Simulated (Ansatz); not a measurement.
These are Ansatz (a first-principles code) with PBE0-D4/def2-SVP values and carry that method's errors. No frequencies were computed at this level.

Ansatz 0.2 input:
```yaml
crystal:
  periodic: [false, false, false]
  atoms:
    - { symbol: B, position_ang: [-1.234233, 1.315753, 0.054078] }
    - { symbol: C, position_ang: [-0.135646, 0.26073, 0.00851] }
    - { symbol: C, position_ang: [1.264085, 0.570572, -0.015907] }
    - { symbol: C, position_ang: [2.080236, -0.501396, -0.056076] }
    - { symbol: S, position_ang: [1.195544, -1.988053, -0.068187] }
    - { symbol: C, position_ang: [-0.296565, -1.117567, -0.01648] }
    - { symbol: S, position_ang: [-1.763524, -2.057055, -0.003843] }
    - { symbol: H, position_ang: [-2.370569, 1.02286, 0.074124] }
    - { symbol: H, position_ang: [-0.937028, 2.445441, 0.069763] }
    - { symbol: H, position_ang: [1.6211, 1.584685, -0.002603] }
    - { symbol: H, position_ang: [3.151201, -0.53477, -0.080431] }
    - { symbol: H, position_ang: [-2.574601, -1.001201, 0.037051] }
basis:
  gaussian: { orbitals: def2-svp }
hamiltonian:
  xc: pbe0
  dispersion: d4
relax:
  max_steps: 150
```

Output:

```
Functional definition: PBE0
1458 factors; integrals over basis functions are off by at most 5.3e-4 eV
mean field evaluation 1: about -26542.4114 eV, gradient 5.7e1 eV
mean field evaluation 2: about -26523.1455 eV, gradient 1.0e2 eV
mean field evaluation 4: about -26551.3486 eV, gradient 1.1e1 eV
mean field evaluation 8: about -26551.6825 eV, gradient 6.9e-1 eV
mean field evaluation 16: about -26551.6837 eV, gradient 6.0e-5 eV
mean field -26551.68372625 eV, -975.7563795620 hartree, gradient 6.0e-5 eV, S^2 0.000000; 0 other end points of the search recorded, 0 dependent functions left out
reference -26551.68375250 eV, -975.7563805267 hartree; 33, 33 occupied and 98, 98 virtual orbitals, 1458 factors
relax step   1: F+E_penalty+E_count = -26552.03946357 eV  Δ(F+E_penalty+E_count) = +0.000e0 eV  max|allowed force component| = 1.018e0 eV/Å  Δτ_max = 0.0000 Å  (29 SCF iters, accepted)
these checks for a lower state are left out or cut short: starts, cluster_reference, orbital_swaps, neighbouring_geometries, increment
1458 factors; integrals over basis functions are off by at most 6.1e-4 eV
mean field -26551.75189494 eV, -975.7588847151 hartree, gradient 1.0e-5 eV, S^2 0.000000; 0 other end points of the search recorded, 0 dependent functions left out
reference -26551.75192132 eV, -975.7588856846 hartree; 33, 33 occupied and 98, 98 virtual orbitals, 1458 factors
relax step   2: F+E_penalty+E_count = -26552.10663780 eV  Δ(F+E_penalty+E_count) = -6.717e-2 eV  max|allowed force component| = 2.879e-1 eV/Å  Δτ_max = 0.0304 Å  (33 SCF iters, accepted)
these checks for a lower state are left out or cut short: starts, cluster_reference, orbital_swaps, neighbouring_geometries, increment
1458 factors; integrals over basis functions are off by at most 7.0e-4 eV
mean field evaluation 32: about -26551.7588 eV, gradient 1.0e-5 eV
mean field -26551.75880443 eV, -975.7591386342 hartree, gradient 1.0e-5 eV, S^2 0.000000; 0 other end points of the search recorded, 0 dependent functions left out
reference -26551.75883082 eV, -975.7591396041 hartree; 33, 33 occupied and 98, 98 virtual orbitals, 1458 factors
relax step   3: F+E_penalty+E_count = -26552.11340127 eV  Δ(F+E_penalty+E_count) = -6.763e-3 eV  max|allowed force component| = 7.495e-2 eV/Å  Δτ_max = 0.0180 Å  (34 SCF iters, accepted)
these checks for a lower state are left out or cut short: starts, cluster_reference, orbital_swaps, neighbouring_geometries, increment
1458 factors; integrals over basis functions are off by at most 7.3e-4 eV
mean field -26551.75869258 eV, -975.7591345237 hartree, gradient 1.6e-5 eV, S^2 0.000000; 0 other end points of the search recorded, 0 dependent functions left out
reference -26551.75871895 eV, -975.7591354931 hartree; 33, 33 occupied and 98, 98 virtual orbitals, 1458 factors
relax step   4: F+E_penalty+E_count = -26552.11336756 eV  Δ(F+E_penalty+E_count) = +3.372e-5 eV  max|allowed force component| = 4.754e-2 eV/Å  Δτ_max = 0.0072 Å  (26 SCF iters, rejected (line search))
these checks for a lower state are left out or cut short: starts, cluster_reference, orbital_swaps, neighbouring_geometries, increment
1458 factors; integrals over basis functions are off by at most 7.2e-4 eV
mean field -26551.75897542 eV, -975.7591449182 hartree, gradient 1.0e-5 eV, S^2 0.000000; 0 other end points of the search recorded, 0 dependent functions left out
reference -26551.75900181 eV, -975.7591458878 hartree; 33, 33 occupied and 98, 98 virtual orbitals, 1458 factors
relax step   5: F+E_penalty+E_count = -26552.11365543 eV  Δ(F+E_penalty+E_count) = -2.542e-4 eV  max|allowed force component| = 1.885e-2 eV/Å  Δτ_max = 0.0035 Å  (26 SCF iters, accepted)
these checks for a lower state are left out or cut short: starts, cluster_reference, orbital_swaps, neighbouring_geometries, increment
1458 factors; integrals over basis functions are off by at most 7.5e-4 eV
mean field -26551.75896481 eV, -975.7591445280 hartree, gradient 1.5e-5 eV, S^2 0.000000; 0 other end points of the search recorded, 0 dependent functions left out
reference -26551.75899117 eV, -975.7591454970 hartree; 33, 33 occupied and 98, 98 virtual orbitals, 1458 factors
relax step   6: F+E_penalty+E_count = -26552.11370268 eV  Δ(F+E_penalty+E_count) = -4.725e-5 eV  max|allowed force component| = 2.380e-3 eV/Å  Δτ_max = 0.0051 Å  (25 SCF iters, accepted)
1458 factors; integrals over basis functions are off by at most 7.5e-4 eV
mean field evaluation 64: about -26551.7590 eV, gradient 3.2e-3 eV
mean field -26551.75896481 eV, -975.7591445280 hartree, gradient 1.5e-5 eV, S^2 0.000000; 1 other end points of the search recorded, 0 dependent functions left out
reference -26551.75899117 eV, -975.7591454970 hartree; 33, 33 occupied and 98, 98 virtual orbitals, 1458 factors
Total energy: -26552.11372905 eV, -975.7721818735 hartree
Atom 0 at    -1.233930     1.303465     0.054049 Å, force     0.001481    -0.000972     0.000054 eV/Å
Atom 1 at    -0.126702     0.263841     0.008236 Å, force     0.000228     0.000326     0.000056 eV/Å
Atom 2 at     1.280766     0.575686    -0.016412 Å, force    -0.000973    -0.001371    -0.000036 eV/Å
Atom 3 at     2.097004    -0.509402    -0.056833 Å, force     0.000352    -0.000103     0.000045 eV/Å
Atom 4 at     1.184424    -1.980116    -0.066996 Å, force    -0.000189    -0.000002     0.000026 eV/Å
Atom 5 at    -0.307986    -1.127028    -0.016414 Å, force    -0.000359     0.001570     0.000062 eV/Å
Atom 6 at    -1.776502    -2.065409    -0.003225 Å, force     0.001097     0.000835    -0.000085 eV/Å
Atom 7 at    -2.405783     0.989668     0.073440 Å, force    -0.002380    -0.000279     0.000029 eV/Å
Atom 8 at    -0.961559     2.480979     0.072272 Å, force    -0.000298    -0.000600    -0.000017 eV/Å
Atom 9 at     1.650786     1.602127    -0.003379 Å, force     0.000688    -0.000249    -0.000127 eV/Å
Atom 10 at     3.184995    -0.550658    -0.081715 Å, force     0.000066     0.000275     0.000002 eV/Å
Atom 11 at    -2.585512    -0.983152     0.036977 Å, force     0.000287     0.000571    -0.000007 eV/Å
Dipole moment:     0.148086    -0.016724    -0.003594 e Å
```

Cost: very roughly 70 core-seconds.
